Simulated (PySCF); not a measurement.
Field gradients at the hydrogen positions

Compound: C₈H₁₀FP.
Cartesian coordinates in Å at the GFN2-xTB level; atoms count from 1:
```xyz
20
C8H10FP angstrom
C      2.3933   -0.1728    0.5250
C      2.2315   -0.2722   -0.9845
P      0.9309    0.8535   -1.7033
C     -0.4709    0.3798   -0.6241
C     -1.0616   -0.8680   -0.8067
C     -2.1390   -1.2598   -0.0347
C     -2.6594   -0.4061    0.9240
C     -2.0777    0.8382    1.0808
F     -2.5785    1.6822    2.0092
C     -0.9953    1.2473    0.3258
H      1.4720   -0.4532    1.0327
H      2.6506    0.8434    0.8192
H      3.1875   -0.8375    0.8606
H      1.9741   -1.2942   -1.2766
H      3.1689   -0.0170   -1.4867
H      1.2922    1.9720   -0.9418
H     -0.6664   -1.5333   -1.5618
H     -2.5830   -2.2332   -0.1803
H     -3.5002   -0.6877    1.5373
H     -0.5742    2.2292    0.4830
```

Level: PBE0/pcSseg-1 (PySCF, non-relativistic); Q(2H) = 0.00286 b; rigid geometry, the same for H and D, with no vibrational averaging.

Question: Rank these positions by the coupling χzz of a deuteron there, largest first.
A. H17 (aromatic hydrogen)
B. H16 (P–H hydrogen)
C. H12 (methyl hydrogen)
D. H19 (aromatic hydrogen)
E. H14 (methylene hydrogen)

Answer: D (222 kHz), A (218 kHz), C (210 kHz), E (204 kHz), B (130 kHz).

What are Vzz, η and χzz (234.96 MHz × Q × Vzz) at all hydrogens?

```
atom  bonded to  bond length (Å)  Vzz (au)     η  χzz (kHz)
 H11         C1            1.089    0.3095  0.02        208
 H12         C1            1.089    0.3129  0.03        210
 H13         C1            1.089    0.3142  0.02        211
 H14         C2            1.094    0.3039  0.03        204
 H15         C2            1.094    0.3037  0.02        204
 H16         P3            1.401    0.1931  0.10        130
 H17         C5            1.081    0.3238  0.08        218
 H18         C6            1.080    0.3269  0.06        220
 H19         C7            1.078    0.3308  0.07        222
 H20        C10            1.080    0.3261  0.08        219
```

Average by the element that carries the hydrogen.

on C: 213 kHz over 9 positions, mean bond length 1.086 Å; on P: 130 kHz over 1 position, mean bond length 1.401 Å.

How does χzz go with the bond length over the 9 C–H bonds?

A straight-line fit has a slope of -11.2 kHz for each 0.01 Å, with a correlation coefficient of -0.99, over lengths from 1.078 to 1.094 Å. The longer bonds have the smaller couplings here.

A static deuteron (I = 1) shows a doublet split by (3/2)χ, (3/4)χ(1 + η) and (3/4)χ(1 − η) with the field along z, y and x of the gradient. What are these for H16?

With |χ| = 129.8 kHz and η = 0.097: 195, 107 and 88 kHz, to first order and without motion.

The structure is a single GFN2-xTB conformer in the gas phase; no vibrational or solvent corrections. GFN2-xTB bond lengths can be off by several hundredths of an ångström, more for odd bonds, and the gradients follow them. With a basis this small, the couplings can be 20 % off.

The run behind these numbers computed NMR shieldings as well. The run took 49 s of wall time on one thread of an Arm Neoverse V1, no GPU, shared host with 32 logical CPUs at a one-minute load of 16, and the process peaked at 1.1 GiB of memory.
